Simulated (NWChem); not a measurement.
System: HTeSeF; SMILES F[Te][SeH]

Input file for NWChem:

```
start job
memory heap 200 mb stack 900 mb global 1100 mb
geometry units angstroms noautoz
  Te    -0.266161     0.835885    -0.003124
  F      1.603331     1.489470    -0.023219
  Se     0.025031    -1.649645    -0.044952
  H      0.130145    -1.874248     1.429673
end
basis spherical
  Te library def2-svp
  F library def2-svp
  Se library def2-svp
  H library def2-svp
end
ecp
  Te library def2-ecp
end
dft
  xc scan
  grid xcoarse
  iterations 150
  mulliken
end
task dft gradient
```

Excerpt of the output:

```
             Northwest Computational Chemistry Package (NWChem) 7.3.0
             --------------------------------------------------------

 C1  symmetry detected

                             Geometry "geometry" -> ""
                             -------------------------

 Output coordinates in angstroms (scale by  1.889725989 to convert to a.u.)

  No.       Tag          Charge          X              Y              Z
 ---- ---------------- ---------- -------------- -------------- --------------
    1 Te                  52.0000    -0.31967205     0.83391439    -0.00706182
    2 F                    9.0000     1.51923484     1.56942997    -0.01103533
    3 Se                  34.0000     0.08147242    -1.63651250    -0.02887553
    4 H                    1.0000     0.17977057    -1.84699279     1.44830079

 Effective nuclear repulsion energy (a.u.)     567.0733436404

                                 NWChem DFT Module
                                 -----------------

 Summary of "ao basis" -> "ao basis" (spherical)
 ------------------------------------------------------------------------------
       Tag                 Description            Shells   Functions and Types
 ---------------- ------------------------------  ------  ---------------------
 Te                         def2-svp                10       26   4s4p2d
 F                          def2-svp                 6       14   3s2p1d
 Se                         def2-svp                12       32   5s4p3d
 H                          def2-svp                 3        5   2s1p

            General Information
            -------------------
          SCF calculation type: DFT
          Wavefunction type:  closed shell.
          No. of atoms     :     4
          No. of electrons :    68
           Alpha electrons :    34
            Beta electrons :    34
          Charge           :     0
          Spin multiplicity:     1
          Use of symmetry is: off; symmetry adaption is: off
          Maximum number of iterations: 150
          AO basis - number of functions:    77
                     number of shells:    31
          Convergence on energy requested:  1.00D-06
          Convergence on density requested:  1.00D-05
          Convergence on gradient requested:  5.00D-04

              XC Information
              --------------
                         SCAN Method XC Functional
                  SCAN metaGGA Exchange Functional  1.000
                        SCAN Correlation Potential  1.000

             Grid Information
             ----------------
          Grid used for XC integration:  xcoarse
          Radial quadrature: Mura-Knowles
          Angular quadrature: Lebedev.
          Tag              B.-S. Rad. Rad. Pts. Rad. Cut. Ang. Pts.
          ---              ---------- --------- --------- ---------
          Te                  1.40       84           8.0       194
          F                   0.50       21          10.0       194
          Se                  1.15       75           8.0       194
          H                   0.35       21           9.0       194
          Grid pruning is: on
          Number of quadrature shells:   201
          Spatial weights used:  Erf1

      Superposition of Atomic Density Guess
      -------------------------------------

 Sum of atomic energies:       -2810.52729402

      Non-variational initial energy
      ------------------------------

 Total energy =   -2766.411507
 1-e energy   =   -4536.038793
 2-e energy   =    1475.957461
 HOMO         =      -0.220688
 LUMO         =      -0.077230

     ---------------------------------------------
      Total Density - Mulliken Population Analysis
     ---------------------------------------------

    Atom       Charge   Shell Charges
 -----------   ------   -------------------------------------------------------
    1 Te  24    23.32   1.77  0.27  1.22  0.64  2.90  3.12  1.65  1.64  9.85  0.24
    2 F    9     9.69   1.99  1.15  0.81  3.51  2.22  0.00
    3 Se  34    34.15   2.00  2.00  2.00  1.33  0.54  6.00  5.98  1.81  2.45  8.20  1.75  0.09
    4 H    1     0.84   0.58  0.24  0.02

   convergence    iter        energy       DeltaE   RMS-Dens  Diis-err
 ---------------- ----- ----------------- --------- --------- ---------
 d= 0,ls=0.0,diis     1  -2769.8398076202 -3.06D+03  3.31D-02  6.15D-01
 d= 0,ls=0.0,diis     2  -2768.9233445592  9.16D-01  2.43D-02  9.25D+00
 d= 0,ls=0.0,diis     3  -2769.9195631541 -9.96D-01  5.31D-03  5.22D-02
 d= 0,ls=0.0,diis     4  -2769.9193026394  2.61D-04  3.58D-03  4.52D-02
 d= 0,ls=0.0,diis     5  -2769.9259504145 -6.65D-03  1.09D-03  4.26D-03
  Resetting Diis
 d= 0,ls=0.0,diis     6  -2769.9268046450 -8.54D-04  1.52D-04  1.05D-04
 d= 0,ls=0.0,diis     7  -2769.9268224873 -1.78D-05  9.99D-05  8.08D-06
 d= 0,ls=0.0,diis     8  -2769.9268198706  2.62D-06  7.18D-05  2.18D-05
 d= 0,ls=0.0,diis     9  -2769.9268238771 -4.01D-06  1.64D-05  1.24D-06
 d= 0,ls=0.0,diis    10  -2769.9268240622 -1.85D-07  2.87D-06  2.30D-08

         Total DFT energy =    -2769.926824062163
      One electron energy =    -4536.311794825988
           Coulomb energy =     1591.795040728008
    Exchange-Corr. energy =     -119.079894147280
 Nuclear repulsion energy =      293.669824183097

 Numeric. integr. density =       68.002514837973

                       DFT Final Molecular Orbital Analysis
                       ------------------------------------

 Vector   32  Occ=2.000000D+00  E=-3.015009D-01
              MO Center=  3.3D-01,  2.4D-03, -3.7D-02, r^2= 4.4D+00
   Bfn.  Coefficient  Atom+Function         Bfn.  Coefficient  Atom+Function
  ----- ------------  ---------------      ----- ------------  ---------------
    56      0.349827  3 Se py                53      0.339023  3 Se py
    31     -0.311707  2 F  py                12     -0.272791  1 Te py
    30      0.226050  2 F  px                34      0.220217  2 F  py
    50     -0.211196  3 Se py                 4     -0.191900  1 Te s
    11      0.186401  1 Te px                 3     -0.168107  1 Te s

 Vector   33  Occ=2.000000D+00  E=-2.575703D-01
              MO Center=  1.3D-01, -1.3D+00, -5.7D-03, r^2= 2.5D+00
   Bfn.  Coefficient  Atom+Function         Bfn.  Coefficient  Atom+Function
  ----- ------------  ---------------      ----- ------------  ---------------
    55      0.567364  3 Se px                52      0.493378  3 Se px
    49     -0.310715  3 Se px                30     -0.127435  2 F  px
    31     -0.107832  2 F  py                46      0.100851  3 Se px
    33      0.098285  2 F  px                 3      0.091142  1 Te s
    34      0.081067  2 F  py                14      0.068641  1 Te px

 Vector   34  Occ=2.000000D+00  E=-2.102868D-01
              MO Center= -1.5D-01,  7.4D-01,  2.2D-02, r^2= 2.8D+00
   Bfn.  Coefficient  Atom+Function         Bfn.  Coefficient  Atom+Function
  ----- ------------  ---------------      ----- ------------  ---------------
    13      0.596875  1 Te pz                16      0.498896  1 Te pz
    32      0.248105  2 F  pz                10     -0.226860  1 Te pz
    35     -0.190835  2 F  pz                 7     -0.176007  1 Te pz
    73     -0.125647  4 H  s                 74     -0.118451  4 H  s
    45      0.101309  3 Se s                 44      0.070669  3 Se s

 Vector   35  Occ=0.000000D+00  E=-1.101587D-01
              MO Center= -3.8D-02,  5.9D-01, -4.9D-03, r^2= 3.4D+00
   Bfn.  Coefficient  Atom+Function         Bfn.  Coefficient  Atom+Function
  ----- ------------  ---------------      ----- ------------  ---------------
    14      0.581284  1 Te px                11      0.531132  1 Te px
     3      0.318492  1 Te s                 30     -0.302207  2 F  px
    33      0.251029  2 F  px                29     -0.242224  2 F  s
    55     -0.210307  3 Se px                 8     -0.197735  1 Te px
    56     -0.190853  3 Se py                31     -0.153536  2 F  py

 Vector   36  Occ=0.000000D+00  E=-9.689177D-02
              MO Center= -1.9D-01,  1.3D-02,  6.0D-03, r^2= 4.4D+00
   Bfn.  Coefficient  Atom+Function         Bfn.  Coefficient  Atom+Function
  ----- ------------  ---------------      ----- ------------  ---------------
    15      0.661229  1 Te py                56      0.612233  3 Se py
    12      0.539546  1 Te py                53      0.331172  3 Se py
    45      0.267656  3 Se s                 44      0.247660  3 Se s
     3     -0.214539  1 Te s                 50     -0.208282  3 Se py
     9     -0.194961  1 Te py                 4     -0.181017  1 Te s

 Vector   37  Occ=0.000000D+00  E=-2.188884D-02
              MO Center=  1.1D-01, -1.6D+00,  7.3D-01, r^2= 3.1D+00
   Bfn.  Coefficient  Atom+Function         Bfn.  Coefficient  Atom+Function
  ----- ------------  ---------------      ----- ------------  ---------------
    74      1.124041  4 H  s                 57     -0.881470  3 Se pz
    45     -0.538671  3 Se s                 73      0.366584  4 H  s
    54     -0.338179  3 Se pz                44     -0.308694  3 Se s
    51      0.210660  3 Se pz                43      0.175604  3 Se s
     3     -0.155469  1 Te s                  4      0.142215  1 Te s

     ---------------------------------------------
      Total Density - Mulliken Population Analysis
     ---------------------------------------------

[...]

                         DFT ENERGY GRADIENTS

    atom               coordinates                        gradient
                 x          y          z           x          y          z
   1 Te     -0.604093   1.575870  -0.013345   -0.011025  -0.000497  -0.000018
   2 F       2.870938   2.965793  -0.020854    0.010802   0.004877  -0.000066
   3 Se      0.153961  -3.092560  -0.054567   -0.001138  -0.002116  -0.015589
   4 H       0.339717  -3.490310   2.736892    0.001361  -0.002263   0.015673
```

Level: SCAN/def2-SVP with def2 effective core potentials on Te. Coordinates come from a PBE-D3(BJ)/def2-SVP optimisation. def2 effective core potentials on Te; no spin-orbit coupling.
